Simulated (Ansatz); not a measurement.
The cluster Hf₃. Total charge 0; quintet. Geometry PBE-D4/def2-TZVP; atoms count from 1.

Cartesian coordinates in Å:
```
Hf 0.1513 -1.3634 0.8089
Hf 1.0083 0.3388 -1.1852
Hf -1.1596 1.0246 0.3763
```

In the def2 sets Hf takes a core potential; there is no spin–orbit coupling. The charge 0 quintet is spin-contaminated (final ⟨S²⟩ up to 6.20, 6.00 for a pure state). At PBE0-D4/def2-TZVP a triplet of charge 0 lies 0.52 eV below the quintet, each at its own geometry. The structure comes from a short search, and lower isomers may exist.

Question: Estimate the Mulliken populations from the PBE0/def2-TZVP orbitals of Ansatz.

Answer: 
| atom | charge (e) | spin (α − β) | d electrons |
| --- | --- | --- | --- |
| Hf1 | 0.00 | 1.33 | 2.31 |
| Hf2 | 0.00 | 1.33 | 2.31 |
| Hf3 | 0.00 | 1.33 | 2.31 |
Mulliken values depend strongly on the basis.

Question: Where does the spin sit?

Answer: Summed by element: Hf 4.00, of 4 unpaired in all. Largest on single atoms: Hf2 1.33, Hf3 1.33, Hf1 1.33.

Question: And the Mayer bond orders between heavy atoms (over 0.3)?

Answer: Hf1–Hf2 1.93 (2.76 Å); Hf1–Hf3 1.93 (2.76 Å); Hf2–Hf3 1.93 (2.76 Å).
